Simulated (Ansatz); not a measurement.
A structure relaxed at PBE0-D4/def2-TZVP, charge 0, multiplicity 1:

```
atom    x (Å)    y (Å)    z (Å)
  N1   1.9852  -0.8819  -1.4799
  C2   1.1098  -0.4920  -0.8406
 Sn3  -0.5305   0.2473   0.2505
  F4  -0.0674  -0.1315   2.0648
  H5  -1.9044  -0.6724  -0.1017
  H6  -0.5926   1.9305   0.1069
```

Q: Give its formula and SMILES.

A: CH2FNSn, `N#[C][SnH2][F]`.

Q: Point group (tolerance 0.08 Å, 0.16 Å for H)?

A: Cs.

Q: Summarise the bond lengths by kind.

A: 1 × C–N 1.152 Å; 1 × C–Sn 2.104 Å; 1 × F–Sn 1.910 Å; 2 × H–Sn 1.690 Å.

Computed with Ansatz.
